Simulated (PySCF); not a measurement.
Cartesian coordinates (Å):
```xyz
6

C      1.4815     0.0352     0.3444
C      0.2779     0.0066     0.1417
C     -1.0661    -0.0253    -0.0846
H      2.5303     0.0600     0.5216
H     -1.4971     0.4916    -0.9328
H     -1.7266    -0.5681     0.5797
```
Charge 0, spin multiplicity 2.

Question: Give the highest occupied spin orbital, dipole moment and total energy at the level PBE0-D4/def2-TZVP run with PySCF 2.14.0.

Answer: 
```yaml
highest_occupied_spin_orbital: -6.36 eV
dipole_moment: 0.12 D
total_energy: -115.8988 Ha
```
